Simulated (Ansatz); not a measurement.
Reaction (formal hydrolysis of a B–B bond): `ClB(Cl)B1CN1` + H₂O → `OB(Cl)Cl` + `B1CN1`

Isolated molecules relaxed with PBE0-D4/def2-TZVP in Ansatz; ΔE leaves out vibrations. CCSD(T)/CBS is the MP2 limit (def2-TZVPP, def2-QZVPP) plus CCSD(T) − MP2 in def2-TZVPP, frozen cores. This one scheme is used for every species. DFT in def2-TZVPP. HSE06 is defined as in plane-wave codes. Each species was taken in one conformer, which may not be the lowest.

| level | ΔE (kcal/mol) |
| --- | --- |
| revPBE-D4 | -27.7 |
| r2SCAN-D4 | -30.9 |
| HSE06-D4 | -29.3 |
| r2SCAN | -31.3 |
| BHLYP | -33.6 |
| HF/def2-TZVPP | -35.5 |
| CCSD/def2-TZVPP | -31.0 |
| CCSD/CBS(def2) | -30.5 |

(1) What does CCSD(T)/CBS give? (Estimate.)

(2) What do rigid-rotor, harmonic-oscillator terms from PBE0-D4/def2-TZVP frequencies (298.15 K, 1 bar) make of the CCSD(T)/CBS value? (An estimate is asked.)

Largest T1 diagnostic among the species: 0.014.

Answers

(1) Computed: -29.8 kcal/mol. The listed levels differ from it by 2.1, -1.1, 0.5, -1.5, -3.8, -5.7, -1.2, -0.7 kcal/mol.

(2) The calculation gave: ΔZPE = +0.9 kcal/mol, ΔH = -30.2 kcal/mol, ΔS = -7 J/(mol·K), ΔG = -29.7 kcal/mol. Modes under 50 cm⁻¹ make the entropy rough.

The D4 term adds +1.2 kcal/mol with B3LYP and +0.8 kcal/mol with PBE0; it sums over pairs of atoms, weighted by their polarisabilities, and B3LYP, whose exchange is more repulsive, gets the larger term. Leaving LDA and LC-ωPBE aside and taking each functional with its dispersion term where it has one, the values, not all of them listed here, spread over 4.9 kcal/mol, from CAM-B3LYP-D4 to revPBE-D4. LDA lies −1.8 kcal/mol from PBE without D4. At CCSD(T), def2-SVP lies −5.5 kcal/mol from the extrapolated value and def2-TZVPP −0.5 kcal/mol.

B3LYP here is the variant with VWN-RPA as its local correlation; programs differ in this.
